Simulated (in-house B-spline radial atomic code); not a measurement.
Orbital energies and mean radii along the 22-electron series, configuration 1s2 2s2 2p6 3s2 3p6 3d3/2(4). The effective charge is n√(-2ε), a non-relativistic measure. Computed with a radial B-spline atomic code at the basis-set limit: Dirac-Hartree-Fock, jj configuration that fills j = l - 1/2 first, finite nuclei.

```
  ion   Z  energy of 1s1/2 (Eh)  mean radius of 1s1/2 (bohr)  energy of 3p1/2 (Eh)  mean radius of 3p1/2 (bohr)  energy of 2p3/2 (Eh)  mean radius of 2p3/2 (bohr)  energy of 3s1/2 (Eh)  mean radius of 3s1/2 (bohr)  effective charge of 1s1/2
 I31+  53              -1278.57                     0.027217               -80.339                      0.28275                -220.8                      0.10321               -84.799                      0.29502                     50.568
Xe32+  54              -1332.46                      0.02665               -84.873                      0.27572               -231.45                      0.10106               -89.464                      0.28796                     51.623
Cs33+  55               -1387.6                     0.026102                -89.54                      0.26899               -242.35                     0.099002               -94.264                      0.28119                      52.68
Ba34+  56                     ?                            ?                     ?                            ?                     ?                            ?                     ?                            ?                          ?
La35+  57              -1501.74                     0.025062               -99.277                      0.25639               -264.93                      0.09511               -104.27                      0.26848                     54.804
Ce36+  58              -1560.75                     0.024567               -104.35                      0.25047                -276.6                     0.093272               -109.48                       0.2625                      55.87
Pr37+  59              -1621.08                     0.024087               -109.56                      0.24479               -288.54                     0.091501               -114.83                      0.25675                      56.94
Nd38+  60              -1682.74                     0.023623               -114.91                      0.23934               -300.73                     0.089793               -120.31                      0.25122                     58.013
Pm39+  61              -1745.74                     0.023173                -120.4                      0.23408               -313.18                     0.088145               -125.94                       0.2459                     59.089
Sm40+  62                     ?                            ?                     ?                            ?                     ?                            ?                     ?                            ?                          ?
Eu41+  63                     ?                            ?                     ?                            ?                     ?                            ?                     ?                            ?                          ?
Gd42+  64              -1942.97                     0.021901               -137.72                      0.21946               -352.09                     0.083529                -143.7                      0.23102                     62.337
Tb43+  65              -2011.53                     0.021501               -143.78                      0.21493               -365.58                      0.08209               -149.91                       0.2264                     63.428
Dy44+  66              -2081.48                     0.021112               -149.99                      0.21055               -379.33                     0.080698               -156.27                      0.22194                     64.521
Ho45+  67              -2152.91                     0.020734               -156.35                      0.20632               -393.34                      0.07935               -162.78                      0.21762                     65.619
Er46+  68              -2225.79                     0.020366               -162.87                      0.20222               -407.61                     0.078043               -169.44                      0.21343                      66.72
```

(1) Fill in the row of Ba34+.

(2) Fill in the row of Sm40+.

(3) Fill in the row of Eu41+.

(4) How does the screening of 1s1/2 change?

Results:

(1) energy of 1s1/2 (Eh): -1444.03; mean radius of 1s1/2 (bohr): 0.025573; energy of 3p1/2 (Eh): -94.341; mean radius of 3p1/2 (bohr): 0.26256; energy of 2p3/2 (Eh): -253.51; mean radius of 2p3/2 (bohr): 0.097019; energy of 3s1/2 (Eh): -99.199; mean radius of 3s1/2 (bohr): 0.27471; effective charge of 1s1/2: 53.741.

(2) energy of 1s1/2 (Eh): -1810.1; mean radius of 1s1/2 (bohr): 0.022737; energy of 3p1/2 (Eh): -126.03; mean radius of 3p1/2 (bohr): 0.22903; energy of 2p3/2 (Eh): -325.89; mean radius of 2p3/2 (bohr): 0.086553; energy of 3s1/2 (Eh): -131.72; mean radius of 3s1/2 (bohr): 0.24076; effective charge of 1s1/2: 60.168.

(3) energy of 1s1/2 (Eh): -1875.84; mean radius of 1s1/2 (bohr): 0.022313; energy of 3p1/2 (Eh): -131.8; mean radius of 3p1/2 (bohr): 0.22416; energy of 2p3/2 (Eh): -338.86; mean radius of 2p3/2 (bohr): 0.085016; energy of 3s1/2 (Eh): -137.63; mean radius of 3s1/2 (bohr): 0.23581; effective charge of 1s1/2: 61.251.

(4) Z less the effective charge goes from 2.43 at Z = 53 to 1.28 at Z = 68.
